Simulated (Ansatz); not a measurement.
Geometry optimisation, RKS PBE/def2-mTZVP (Ansatz).

Input:

```yaml
crystal:
  periodic: [false, false, false]
  atoms:
    - { symbol: Si, position_ang: [-0.1713, 1.1891, -0.6515] }
    - { symbol: "N", position_ang: [-0.5297, -0.5059, -0.3591] }
    - { symbol: Si, position_ang: [0.0192, -0.855, 1.2843] }
    - { symbol: Zn, position_ang: [0.0492, -2.0159, -1.0859] }
    - { symbol: H, position_ang: [-0.6747, 1.5695, -2.0358] }
    - { symbol: H, position_ang: [-0.9577, 2.0664, 0.3118] }
    - { symbol: H, position_ang: [1.2477, 1.5156, -0.5537] }
    - { symbol: H, position_ang: [-1.54032, -0.75126, -0.35242] }
    - { symbol: H, position_ang: [1.5265, -0.8599, 1.3545] }
basis:
  gaussian: { orbitals: def2-mTZVP }
hamiltonian:
  xc: pbe
relax:
  f_tol: 0.02
  max_steps: 50
output:
  orbitals: {}
```

Launched with:

```bash
$ ansatz run input.yaml --threads 2 --pin off --max-ram 3072MiB --backend cpu --events-out ev --progress --plain --runs-dir out
```

Question: Where does it end, and by what steps?

Answer: The run converged. After 10 steps the energy has fallen by 3.034 eV; Zn4 moved furthest, 1.46 Å. Parted: N2–Zn4 (1.77 → 3.55 Å).

| step | energy less start (eV) | largest force component (eV/Å) | accepted |
| --- | --- | --- | --- |
| 0 | 0.0000 | 4.965 | yes |
| 1 | -1.1852 | 2.797 | yes |
| 2 | -1.8542 | 1.467 | yes |
| 3 | -2.1934 | 1.082 | yes |
| 4 | -2.5200 | 0.826 | yes |
| 5 | -2.7989 | 0.529 | yes |
| 6 | -2.9473 | 0.293 | yes |
| 7 | -3.0172 | 0.090 | yes |
| 8 | -3.0206 | 0.252 | yes |
| 9 | -3.0333 | 0.084 | yes |
| 10 | -3.0343 | 0.017 | yes |

```xyz
9
Properties=species:S:1:pos:R:3
Si -0.271 1.416 -0.600
N -0.853 -0.149 -0.042
Si -0.092 -1.421 0.915
Zn 1.037 -3.053 -0.817
H -0.790 1.685 -1.983
H -0.728 2.544 0.277
H 1.221 1.388 -0.612
H -1.824 -0.352 -0.294
H 1.268 -0.705 1.069
```

Whether the end is a true minimum wasn't checked by a vibrational analysis.

The run took 10 s on 2 threads of AMD EPYC 9R45 96-Core Processor (Zen 5), on a shared host, peak memory 0.18 GiB.
